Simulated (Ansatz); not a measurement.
`CS[Si]S` and `C[Si]SC` differ in one atom or group.

Ansatz, PBE0-D4/def2-TZVP geometries, multiplicity 1. Each molecule was computed in one conformer, which needn't be the lowest.

```tsv
property	`CS[Si]S`
HOMO energy (B3LYP/def2-TZVPP) / eV	-6.72
LUMO energy (PBE0/def2-TZVPP) / eV	-2.00
HOMO–LUMO gap (B3LYP/def2-TZVPP) / eV	4.58
HOMO–LUMO gap (PBE0/def2-TZVPP) / eV	4.91
HOMO energy (PBE0/def2-TZVPP) / eV	-6.91
size of the dipole moment (PBE/def2-TZVPP) / D	1.99
```

Q: What does the change do to each property? (Best estimate.)

A: Computed: 
```csv
property,`C[Si]SC`,shift
HOMO energy (B3LYP/def2-TZVPP) / eV,-6.11,0.61
LUMO energy (PBE0/def2-TZVPP) / eV,-1.83,0.17
HOMO–LUMO gap (B3LYP/def2-TZVPP) / eV,4.12,-0.46
HOMO–LUMO gap (PBE0/def2-TZVPP) / eV,4.46,-0.45
HOMO energy (PBE0/def2-TZVPP) / eV,-6.29,0.62
size of the dipole moment (PBE/def2-TZVPP) / D,0.51,-1.48
```

With PBE0 the HOMO rises by 0.62 eV and the LUMO rises by 0.17 eV, so the gap narrows by about 0.45 eV. PBE moves the HOMO by 0.62 eV and ωB97M-V by 0.60 eV. Dipoles are sizes alone; their direction can turn.

B3LYP here is the variant with VWN-RPA as its local correlation; programs differ in this.
